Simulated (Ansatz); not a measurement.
Basis-set extrapolation for CH$_{2}$AlFOS (`F[C]1(S)[O][AlH]1`) (PBE0-D4/def2-TZVP geometry, frozen core, Ansatz 0.2.0). Multiplicity 1, RHF reference.

|  | def2-TZVPP | def2-QZVPP |
| --- | --- | --- |
| HF | -852.849541 | -852.877980 |
| MP2 correlation | -0.893481 | -0.969336 |
| CCSD(T) correlation | -0.956817 | not run |

Energies in hartree. Use E(X) = E(∞) + A·exp(−7.88·√X) for Hartree–Fock and E(X) = E(∞) + B·X^(−2.97) for correlation, with X = 3 and 4, and add CCSD(T) minus MP2 of the smaller set to the MP2 limit.

**Question.** What is the CCSD(T) energy at the basis-set limit?

**Answer.** HF limit: -852.877980 + (-0.028439) × 0.13774 = -852.88190. MP2 limit: -0.969336 + (-0.075855) × 0.74074 = -1.02552. Higher-order term: -0.956817 − (-0.893481) = -0.06334. Total: -853.97076 hartree, 103.2 kcal/mol below CCSD(T)/def2-TZVPP.
